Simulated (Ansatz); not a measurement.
Basis sets compared for [Cr(H2O)4]2+ (CrO4H8²⁺). Total charge 2; quintet. Geometry B3LYP-D4/def2-SVP. Ansatz on 4 threads of Intel Xeon 6975P-C on a shared host; times are rough, and most runs start from earlier orbitals.

Cartesian coordinates in Å:
```
Cr 0.000 0.000 0.001
O 1.896 -0.734 0.207
H 2.361 -1.321 -0.418
H 2.503 -0.573 0.953
O 0.656 1.847 0.576
H 0.206 2.458 1.187
H 1.477 2.286 0.286
O -1.894 0.737 -0.209
H -2.146 1.576 -0.638
H -2.717 0.313 0.096
O -0.658 -1.847 -0.571
H -0.421 -2.699 -0.161
H -1.265 -2.044 -1.308
```

| level | functions | energy (Eh) | HOMO (eV) | LUMO (eV) | wall time |
| --- | --- | --- | --- | --- | --- |
| PBE-D4/def2-SVP | 127 | -1348.7497 | -15.01 | -12.84 | 1.2 s |
| PBE0-D4/def2-SVP | 127 | -1348.7936 | -17.30 | -11.05 | 1.6 s |

Problem. Estimate the rows for PBE-D4/def2-TZVP (with forces), PBE0-D4/def2-TZVP.

Solution. 
```json
{"level": "PBE-D4/def2-TZVP (with forces)", "functions": "217", "energy (Eh)": "-1349.2651", "HOMO (eV)": "-14.93", "LUMO (eV)": "-12.80", "wall time": "2.3 s"}
{"level": "PBE0-D4/def2-TZVP", "functions": "217", "energy (Eh)": "-1349.3015", "HOMO (eV)": "-17.08", "LUMO (eV)": "-10.85", "wall time": "3.7 s"}
```
